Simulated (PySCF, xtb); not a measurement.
AlH₄NO, SMILES [NH2][AlH][OH].

GFN2-xTB run with xtb at its own geometry gives an orbital gap of 4.63 eV and a dipole moment of 1.29 D.

Geometry: TPSSh-D3(BJ)/def2-TZVP. One conformer was computed; it need not be the lowest.

Q: What does CAM-B3LYP/def2-TZVPD in PySCF give? (Estimate from the structure and the level; the computed values follow.)

A: gap 9.20 eV (levels -8.89 and 0.30 eV), dipole 0.56 D.
